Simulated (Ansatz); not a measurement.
Isolated molecules relaxed with PBE0-D4/def2-TZVP in Ansatz; ΔE leaves out vibrations. CCSD(T)/CBS is the MP2 limit (def2-TZVPP, def2-QZVPP) plus CCSD(T) − MP2 in def2-TZVPP, frozen cores. This one scheme is used for every species. DFT in def2-TZVPP. For Se outer-core shells are correlated without core-valence functions, which leaves a few kJ/mol of doubt a bond. Scalar relativity is left out up to krypton. Each species was taken in one conformer, which may not be the lowest.

Consider the formal exchange of groups at the Se–Si bond: `C[SiH2][Se]C` + `CC` → `CC[Se]C` + `C[SiH3]`.

(1) Is it downhill or uphill in electronic energy at CCSD(T)/CBS, and by how much? (Best estimate.)

(2) What do these levels give: PBE-QIDH, BHLYP, LC-ωPBE, CCSD/def2-SVP, HF/def2-TZVPP, CCSD(T)/def2-TZVPP? (Best estimate.)

(3) What do rigid-rotor, harmonic-oscillator terms from PBE0-D4/def2-TZVP frequencies (298.15 K, 1 bar) make of the CCSD(T)/CBS value? (Best estimate.)

Largest T1 diagnostic among the species: 0.010.

Answers

(1) The calculation gave: Uphill: ΔE = +1.06 eV.

(2) Ansatz gave: PBE-QIDH 1.09, BHLYP 1.06, LC-ωPBE 1.07, CCSD/def2-SVP 1.04, HF/def2-TZVPP 1.06, CCSD(T)/def2-TZVPP 1.01 eV.

(3) The calculation gave: ΔZPE = -0.07 eV, ΔH = +0.99 eV, ΔS = 2 J/(mol·K), ΔG = +0.98 eV.

From BLYP to BHLYP (50 % exact exchange), in def2-TZVPP and without D4, ΔE moves by +0.05 eV. At CCSD(T), def2-SVP lies −0.03 eV from the extrapolated value and def2-TZVPP −0.05 eV.
